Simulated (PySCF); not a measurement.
**Property card for `C[C@@H]1CCN([Si@@H](C)P)C1`**

Species: C₆H₁₆NPSi.
SMILES with atom numbers: `[CH3:1][C@@H:2]1[CH2:3][CH2:4][N:5]([Si@@H:6]([CH3:7])[PH2:8])[CH2:9]1` (hydrogens: H10, H11, H12 on C1; H13 on C2; H14, H15 on C3; H16, H17 on C4; H18 on Si6; H19, H20, H21 on C7; H22, H23 on P8; H24, H25 on C9)

Some functional groups and rings: Si–H bond and C–Si bond.

**PBE0-D3(BJ)/def2-SVP geometry optimisation, gas phase (PySCF)**

- Point group: C1
- Rotational constants A, B, C: 1.810, 0.628, 0.592 GHz

wB97X-D/def2-SVPD ground state, ΔSCF and vertical TDDFT (core frozen in the response) (PySCF):

* Dipole moment: 1.52 D
* HOMO energy: -7.82 eV
* LUMO energy: 1.97 eV
* HOMO–LUMO gap: 9.79 eV
* Lowest singlet excitation: 5.75 eV (215 nm, f = 0.004)
* Strongest line among the 10 lowest singlet transitions: S9 at 7.34 eV (169 nm, f = 0.158)
* Lowest triplet excitation (Tamm–Dancoff): 5.43 eV
* Static isotropic polarisability: 131.6 au
* Vertical ionisation energy: 7.74 eV
* Electronic spatial extent ⟨r²⟩ about the centre of nuclear charge: 2180 bohr²

CAM-B3LYP/pcSseg-1 ground state and GIAO shieldings, non-relativistic (PySCF):

- 13C chemical shifts (computed TMS as zero) by class: 55.5 (C9), 50.7 (C4), 38.9 (C3), 38.0 (C2), 18.3 (C1), -0.5 (C7) ppm
- 1H chemical shifts (computed TMS as zero) by class: 5.26 (H18), 3.09 (H17), 2.91 (H24), 2.85 (H16), 2.29 (H25), 1.87 (H13), 1.60 (H15), 1.22 (H22/H23), 1.09 (H14), 1.03 (H10/H11/H12), 0.36 (H19/H20/H21) ppm
- Isotropic shieldings of nuclei other than C and H, by class: 231 (N5), 351 (Si6), 584 (P8) ppm

delta-SCF UKS SCAN, pcX-2 on the ionised atom, pcseg-1 elsewhere, spin-free X2C; 2p3/2 from a spin–orbit splitting computed afterwards within the 2p shell (PySCF):

- Core binding energies: Si2p3/2 106.2 (Si6), P2p3/2 135.6 (P8), C1s 290.0 (C7), C1s 290.4 (C3), C1s 290.5 (C2), C1s 290.6 (C1), C1s 291.0 (C9), C1s 291.1 (C4), N1s 403.7 (N5), Si1s 1846.1 (Si6), P1s 2149.1 (P8) eV

Monoisotopic mass (most abundant isotopes): 161.0790 u.

The rotational constants make it an asymmetric top with κ = (2B − A − C)/(A − C) = -0.94, nearer the prolate limit (−1). In wavenumbers S1 is 46400 cm⁻¹ (1 eV = 8065.54 cm⁻¹). S1 lies 4.04 eV below the HOMO–LUMO gap; its leading configuration is HOMO→LUMO, weight 0.58. With B = h/(8π²I), that is 505.379 GHz u Å² over I, the principal moments of inertia are 279.2, 804.5 and 853.5 u Å² (most abundant isotopes). The ΔSCF ionisation energy falls short of −ε(HOMO) by 0.08 eV with wB97X-D. The dipole matches unit charges of opposite sign 0.32 Å apart (1 e·Å = 4.8032 D). The principal polarisabilities are 121.4, 126.9 and 146.3 au; their mean is the isotropic value.

 NMR classes are plain means over equivalent atoms (diastereotopic ones count apart unless rotation or inversion swaps them), as if these changed places fast; in this geometry the members of some classes differ.

One conformer stands for the species.
